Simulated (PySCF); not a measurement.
SMILES [SiH3]c1ccccc1[SeH] (C₆H₈SeSi), singlet (GFN2-xTB optimised geometry):

```
16

Si    -1.592    -2.113     0.003
C     -0.626    -0.490     0.000
C     -1.266     0.744    -0.002
C     -0.556     1.931    -0.003
C      0.828     1.905    -0.002
C      1.494     0.693     0.000
C      0.770    -0.490     0.000
Se     1.692    -2.172     0.000
H     -1.227    -2.876     1.202
H     -3.016    -1.781     0.014
H     -1.243    -2.871    -1.203
H     -2.346     0.769    -0.003
H     -1.080     2.876    -0.005
H      1.393     2.826    -0.001
H      2.577     0.668     0.001
H      3.016    -1.579    -0.018
```

Level of theory: PBE/def2-TZVP run with PySCF.

What are the frontier orbital energies and the dipole moment?

HOMO-2 -7.20 eV, HOMO-1 -6.57 eV, HOMO -5.35 eV, LUMO -1.58 eV, LUMO+1 -1.35 eV; dipole moment 1.37 D.

Meta-Löwdin charges at PBE/def2-TZVP: Si1 0.41, C2 -0.22, C3 -0.10, C4 -0.13, C5 -0.11, C6 -0.13, C7 -0.07, Se8 0.03, H9 -0.07, H10 -0.08, H11 -0.07, H12 0.12, H13 0.12, H14 0.13, H15 0.12, H16 0.07.
